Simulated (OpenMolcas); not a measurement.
Rh III.

```
Program             : OpenMolcas 26.06
Basis               : ANO-RCC-VTZP [7s6p4d2f1g]
Scalar Hamiltonian  : DKH2, point nucleus
Active space        : 7 electrons in 5 orbitals (4d)
State averaging     : 2S+1 = 4 even, 10 roots; 2S+1 = 2 even, 40 roots
Spin-orbit coupling : state interaction with AMFI integrals over the reference wave functions, term energies averaged over their components
```

Two sets of levels on these reference wave functions, in cm-1 above 4d7 4F 9/2: one from CASSCF and one from MS-CASPT2, IPEA 0.25 Eh, imaginary shift 0.1 Eh (closed shells correlated: 4s 4p).

| Level | Set 1 | Set 2 |
| --- | --- | --- |
| 4d7 4F 9/2 | 0.0 | 0.0 |
| 4d7 4F 7/2 | 2090 | 2070 |
| 4d7 4F 5/2 | 3420 | 3430 |
| 4d7 4F 3/2 | 4270 | 4310 |
| 4d7 4P 5/2 | 11800 | 14980 |
| 4d7 4P 3/2 | 11740 | 15060 |
| 4d7 2G 9/2 | 13640 | 15550 |
| 4d7 4P 1/2 | 13190 | 16420 |
| 4d7 2G 7/2 | 15680 | 17620 |
| 4d7 2P 3/2 [56 %] | 16760 | 20400 |
| 4d7 2H 11/2 | 18410 | 20600 |
| 4d7 2P 1/2 | 18640 | 22510 |
| 4d7 2D 5/2(1) | 19140 | 22530 |
| 4d7 2H 9/2 | 20470 | 22630 |
| 4d7 2D 3/2(1) [71 %] | 22440 | 25990 |
| 4d7 2F 5/2 | 28010 | 34260 |

**Question.** Which set is which?

**Answer.** Set 1 is MS-CASPT2. Its levels of the other terms of 4d7 lie at 0.78 to 0.90 of the other set's values, as expected, since terms of lower spin or lower L gain more correlation energy than the Hund ground term. Against 5 measured levels (the list in Shadmi, J. Res. Natl. Bur. Stand. 70A, 435 (1966)) the mean absolute deviation is 330 cm-1 with it and 1600 cm-1 without; single levels miss by up to 740 cm-1 with it.

Term energies are means over components that CASPT2 splits; among the terms shown or strongly mixed into the levels shown the widest spread is 810 cm-1 (4d7 4F, MS-CASPT2). Levels of configurations with an s electron are missing; early in the row they begin among the upper levels of the d shell and mix with terms of their name. Without dynamic correlation excited terms often stand tens of per cent too high (terms of higher spin than the ground term too low), and those without a measured partner can miss by more than the paired ones (holds for CASSCF). Measured partners are found by configuration, term and J. A level has none where our copy of the source lacks it or the pairing is in doubt (some pairs that miss far off the trend of their configuration count as doubtful), and it then counts in no deviation. Levels of configurations outside the active space are missing. The table leaves out levels that lie high or whose names do not pair safely across all columns.

A share in square brackets marks a mixed level and gives the weight of the term that names it, the lowest over the columns. A number in round brackets counts repeated terms of one configuration in the order of the reference energies.
